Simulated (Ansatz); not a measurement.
System: sum formula BHCl, charge 0, multiplicity 2. It need not be the lowest isomer of its formula. 
Coordinates optimised at B3LYP-D3(BJ)/def2-TZVP (Ansatz, a first-principles code):
```
B
H 1 1.1892
Cl 1 1.7169 2 123.67
```
Charge 0, spin multiplicity 2.

Basis-set convergence of Hartree-Fock and CCSD correlation energies (hartree) with Ansatz. Correlated levels leave the core frozen unless marked. Open shells are spin-unrestricted. Spin-orbit coupling is left out. No relativistic terms.

| basis | functions | E(HF) | E(corr, CCSD) |
|---|---|---|---|
| aug-cc-pV(D+d)Z | 64 | -484.74076 | -0.23870 |
| aug-cc-pV(T+d)Z | 124 | -484.75956 | -0.29631 |
| aug-cc-pV(Q+d)Z | 215 | -484.76425 | -0.31546 |

Extrapolating the two largest sets (X = 3 and 4) as X^-3: E(corr) = (64·(-0.31546) - 27·(-0.29631))/37 = -0.3294 Eh, an estimate of the basis-set limit. The largest set recovers 95.8 % of it, the smallest 72.5 %.
